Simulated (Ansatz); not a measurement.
[IBr2]- (IBr2⁻). Total charge -1; singlet. Geometry PBE0-D4/def2-TZVPD, basis def2-TZVPD, Ansatz.

Cartesian coordinates in Å:
```
I 0.0000 0.0000 0.0000
Br 1.6197 1.2625 1.7840
Br -1.6198 -1.2625 -1.7841
```

```tsv
run	HOMO (eV)	LUMO (eV)
A	-5.08	3.26
B	-5.49	3.89
C	-1.45	1.05
D	-1.89	0.99
E	-4.07	2.40
F	-1.61	0.94
```

In the def2 sets I takes a core potential; there is no spin–orbit coupling.

Problem. The runs used BLYP, CAM-B3LYP, HF, PBE, r2SCAN, ωB97X-V. Estimate which is which.

Solution. A ωB97X-V (range-separated); B HF (100 % exact exchange); C BLYP (0 % exact exchange); D r2SCAN (0 % exact exchange); E CAM-B3LYP (range-separated); F PBE (0 % exact exchange). Exact exchange lowers occupied and raises empty levels; among semilocal functionals meta-GGAs tend to open the gap a little, and such runs are hard to tell apart. The gap grows from 2.50 eV (BLYP) to 9.38 eV (HF).
